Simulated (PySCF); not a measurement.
**Nuclear quadrupole coupling in `FC(F)O[C@]12C[C@H]1C2`**

C5H6F2O.
Structure used (PBE0-D3(BJ)/def2-SVP), in Å, numbered top down from 1:
```xyz
14
C5H6F2O angstrom
F      2.2652   -2.2865   -0.4285
C      1.5225   -1.4205    0.2561
F      2.3495   -0.6343    0.9695
O      0.8286   -0.6829   -0.6573
C     -0.1521    0.1068   -0.1142
C     -1.6239   -0.1170   -0.0790
C     -1.0276    1.0711   -0.7740
C     -0.0858    1.5333    0.2981
H      0.8625   -1.9576    0.9619
H     -1.9951   -0.9127   -0.7348
H     -2.1871    0.0089    0.8577
H     -1.0905    1.3630   -1.8204
H      0.8007    2.0774   -0.0449
H     -0.4695    1.8487    1.2794
```

Field gradients from the PBE0/pcSseg-1 density (PySCF, non-relativistic), principal values in atomic units, ordered |Vxx| ≤ |Vyy| ≤ |Vzz|:

| atom | Vxx | Vyy | Vzz |
| --- | --- | --- | --- |
| O4 | -0.0820 | -1.8246 | 1.9066 |

Problem. Find the asymmetry η = (Vxx − Vyy)/Vzz and the couplings χ = eQV/h (234.96 MHz × Q in barn × V in au), with Q(17O) = −0.0256 b.

Solution. 
```csv
atom,environment,nucleus,η,χzz (MHz),χxx (MHz),χyy (MHz)
O4,ether oxygen,17O,0.91,-11.47,0.49,10.98
```

At O4 η is above 0.9: Vyy and Vzz are nearly equal in size and opposite in sign, so a small change could swap them and flip the sign of χzz. The tensor is traceless: Vxx + Vyy + Vzz = 0.

Problem. What is Vzz at O4 in SI units (1 au = 9.71736 × 10²¹ V/m²)?

Solution. 1.9066 au = 18.527 × 10²¹ V/m².

Problem. What couplings would deuterons (Q(2H) = 0.00286 b) have in place of the hydrogens, at this geometry?

Solution. 
| atom | bonded to | bond length (Å) | Vzz (au) | η | χzz (kHz) |
| --- | --- | --- | --- | --- | --- |
| H9 | C2 | 1.106 | 0.2559 | 0.01 | 172 |
| H10 | C6 | 1.096 | 0.2980 | 0.07 | 200 |
| H11 | C6 | 1.100 | 0.2903 | 0.06 | 195 |
| H12 | C7 | 1.088 | 0.3174 | 0.07 | 213 |
| H13 | C8 | 1.095 | 0.2983 | 0.08 | 200 |
| H14 | C8 | 1.100 | 0.2909 | 0.06 | 196 |

Geometry: PBE0-D3(BJ)/def2-SVP, one conformer, isolated molecule. With so small a basis the couplings can be 20 % off.

The run behind these numbers computed NMR shieldings as well. On x86-64 server, one thread (shared host), this took 21 s wall.
